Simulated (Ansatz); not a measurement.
`FC1(Br)BO1`, relaxed with RKS PBE0-D4/def2-TZVP in Ansatz from a PBE-D4/def2-SVP geometry. The force threshold is 0.005 eV/Å; the program also tests the step.

Charge 0, multiplicity 1.

Start:

```xyz
6

F    -0.719   -1.510    0.540
C    -0.035   -0.361    0.406
Br    1.061   -0.037    1.964
B    -0.273    0.645   -0.707
O     0.699   -0.290   -0.860
H    -0.734    1.553   -1.344
```

By how much does the energy fall, and how many steps does the optimiser take? (Best estimate.)

Ansatz gave: 3.10 kJ/mol, in 6 steps, 1 of them rejected.

Which bonds change most? (Best estimate.)

Computed: C2–O5 from 1.465 to 1.433 Å; C2–Br3 from 1.933 to 1.908 Å; B4–H6 from 1.201 to 1.180 Å; C2–B4 from 1.519 to 1.504 Å.

Give the relaxed structure. (Estimate.)

Ansatz gave: 
```xyz
6

F    -0.712   -1.490    0.534
C    -0.024   -0.353    0.397
Br    1.048   -0.042    1.945
B    -0.271    0.642   -0.703
O     0.690   -0.290   -0.845
H    -0.730    1.532   -1.328
```
